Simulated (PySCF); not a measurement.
## Electron correlation in Li⁺ (lithium, charge +1)

1s2, closed-shell 1S. Computed with PySCF 2.14 in def2-TZVP (5s3p, 14 functions), with the non-relativistic Hamiltonian (point nucleus). Frozen: nothing; 2 electrons correlated.

Total MP2 correlation energy: -29.93 mhartree.

Same-spin part 0.00 and opposite-spin part -29.93 mhartree; SCS-MP2 scales them by 1/3 and 6/5 to -35.92 mhartree.

With two correlated electrons CCSD is exact within the correlated space (frozen core and kept virtual orbitals).

| level | correlation energy (mhartree) |
| --- | --- |
| CCSD | -34.20 |

Diagnostics: T1 = 0.00069, D1 = 0.0010, largest double amplitude 0.026.

Cost of the coupled-cluster step: 0.03 s of wall time on 1 thread of Neoverse-V2 (shared host), for 2 correlated electrons.

Iterations:

```
CC2 = 0
CCSD nocc = 1, nmo = 14
frozen orbitals []
max_cycle = 100
direct = 0
conv_tol = 1e-08
conv_tol_normt = 1e-06
diis_space = 8
diis_start_cycle = 0
Init t2, MP2 energy = -7.26630580374278  E_corr(MP2) -0.0299334337731926
Init E_corr(CCSD) = -0.0299334337731927
cycle = 1  E_corr(CCSD) = -0.0336126593710339  dE = -0.0036792256  norm(t1,t2) = 0.00557834
cycle = 2  E_corr(CCSD) = -0.034109614986786  dE = -0.000496955616  norm(t1,t2) = 0.000892181
cycle = 3  E_corr(CCSD) = -0.0341976345162005  dE = -8.80195294e-05  norm(t1,t2) = 0.000172844
cycle = 4  E_corr(CCSD) = -0.0341953900155642  dE = 2.24450064e-06  norm(t1,t2) = 1.38943e-05
cycle = 5  E_corr(CCSD) = -0.0341953752947691  dE = 1.47207951e-08  norm(t1,t2) = 4.46658e-07
cycle = 6  E_corr(CCSD) = -0.0341953808296299  dE = -5.53486083e-09  norm(t1,t2) = 8.03896e-08
CCSD converged
E(CCSD) = -7.270567750799218  E_corr = -0.0341953808296299
```
